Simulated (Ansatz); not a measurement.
C2H7AlBClO (`[BH2][Al]([Cl])[CH2]OC`). The species carries charge 0 and has multiplicity 1. The geometry is a stationary point of PBE0-D4/def2-TZVP. It is one conformer, not always the lowest.

```xyz
13

B    -1.750    2.519    0.087
Al   -0.220    1.118   -0.343
Cl    0.576    1.228   -2.298
C     0.580   -0.192    0.923
O     1.480   -1.123    0.361
C     0.829   -2.082   -0.419
H    -2.909    2.291   -0.119
H    -1.522    3.604    0.546
H     1.152    0.387    1.660
H    -0.202   -0.708    1.508
H     0.273   -1.621   -1.251
H     1.588   -2.744   -0.836
H     0.124   -2.677    0.180
```

What is the dipole moment at ωB97M-V/def2-TZVPP? (Best estimate.)

The calculation gave: 2.20 D, with components (-1.60, -0.32, 1.48) D in this frame, pointing from negative to positive charge.

And with PBE, r2SCAN, B3LYP? (An estimate is asked.)

Ansatz gave: PBE 2.01 D, r2SCAN 2.11 D, B3LYP 2.18 D.

Give the Mulliken charges with ωB97M-V, B3LYP, PBE in def2-TZVPP. (Best estimate.)

The calculation gave: 
```
atom  ωB97M-V  B3LYP    PBE
  B1    -0.18  -0.09  -0.09
 Al2     0.39   0.37   0.34
 Cl3    -0.24  -0.27  -0.24
  C4    -0.25  -0.14  -0.15
  O5    -0.29  -0.31  -0.24
  C6    -0.16  -0.10  -0.11
  H7     0.09   0.05   0.04
  H8     0.09   0.05   0.04
  H9     0.12   0.10   0.10
 H10     0.10   0.08   0.08
 H11     0.08   0.06   0.06
 H12     0.13   0.11   0.11
 H13     0.11   0.08   0.08
```

B3LYP here is the variant with VWN-RPA as its local correlation; programs differ in this.
